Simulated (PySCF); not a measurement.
Mapped SMILES: `[BH2:1][CH:2]([CH3:3])[CH3:4]`. Hydrogens are named by the atom that carries them.

PySCF 2.14 calculation with geometry from PBE0-D3(BJ)/def2-SVP and GIAO PBE0/pcSseg-1 shieldings; non-relativistic, a single conformation, one averaged value for each set of equivalent atoms, isolated molecule.

References, each an isolated molecule treated in the same way: TMS for 13C and 1H; 11B against BF3·OEt2.

```csv
atoms,nucleus,count,δ (ppm)
H(C3)/H(C4),1H,6,1.42
H(C2),1H,1,0.32
C3/C4,13C,2,?
H(B1),1H,2,?
C2,13C,1,46.0
B1,11B,1,85.8
```

Q: Estimate the values marked ?.

A: 
- C3/C4: 21.9 ppm, methyl carbon; a saturated carbon with 1 carbon neighbour and no heteroatom attached
- H(B1): 7.38 ppm, hydrogen on a boron bonded to C

Hydrogens on boron are broadened and split by 11B (spin 3/2, 80 %) and 10B (spin 3). A carbon bonded to boron is broadened by the quadrupolar boron nucleus and is often missing from a measured spectrum. Shifts are as computed. Against solution values, carbons near 30 ppm lie about +2 ppm off and those near 130 ppm about +5 ppm. Of 1211 compounds with measured shifts, 218 miss one by over three times the rms of a fit or turn the order of signals round; such compounds aren't used in these exercises.
